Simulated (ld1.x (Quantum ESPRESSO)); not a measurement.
# What one change does to a pseudopotential (Ne, TM)

| Item | Value |
| --- | --- |
| Element | neon (Ne) |
| Generator | ld1.x (Quantum ESPRESSO) 7.5 |
| Type | norm-conserving Troullier–Martins (Kleinman–Bylander form) |
| Functional | PBEsol |
| Relativity | scalar-relativistic |
| Frozen core | [He] |
| Valence charge | 8 |
| Reference configuration | 2s2 2p6 |
| Partial waves | 2s (bound): rc 0.65 bohr; 3d channel at 0.1 Ry: rc 1.35 bohr; 2p (bound): rc 1.40 bohr |
| Local potential | the p channel |
| Core correction | a·sin(br)/r model core inside 0.60 bohr |

Change: core correction a·sin(br)/r model core inside 0.38 bohr.

Cutoffs: the cutoffs (Ry, on a coarse ladder) from which the occupation-weighted sum of valence levels, in a spherical-Bessel basis at the reference potential, stays within 10 and 1 mRy of its value at 400 Ry; they do not see the model core or the augmentation charge, which bear on the density cutoff. Errors are all-electron minus pseudo energies relative to the spin-unpolarised reference configuration.

Question: How do hardness, ghosts and transferability respond?

Answer: The potential gets neither clearly harder nor softer (200 Ry and 300 Ry → 200 Ry and 300 Ry); the errors of the 6 common tests hardly move; neither file shows a bound ghost. A model core, the more so a compact one, raises the density cutoff, which this test does not measure.

```tsv
quantity	base	changed
cutoff, loose	200 Ry	200 Ry
cutoff, tight	300 Ry	300 Ry
bound ghosts	none	none
error for 2s2 2p5, meV [ΔE 22.40 eV]	-24	-24
error for 2s2 2p4, meV [ΔE 65.56 eV]	+46	+42
error for 2s2 2p3, meV [ΔE 132.85 eV]	+635	+618
error for 2s2 2p5.5, meV [ΔE 8.83 eV]	-8.4	-8.5
error for 2s1 2p6, meV [ΔE 45.67 eV]	-149	-153
error for 2s2 2p2, meV [ΔE 227.28 eV]	+2444	+2399
s: phases at 1.55 bohr within 0.05 rad from the reference energy up to (Ry; the scan ends near 5)	2.2	2.2
p: phases at 1.55 bohr within 0.05 rad from the reference energy up to (Ry; the scan ends near 5)	2.2	2.2
d: phases at 1.55 bohr within 0.05 rad from the reference energy up to (Ry; the scan ends near 5)	to the end of the scan	to the end of the scan
```
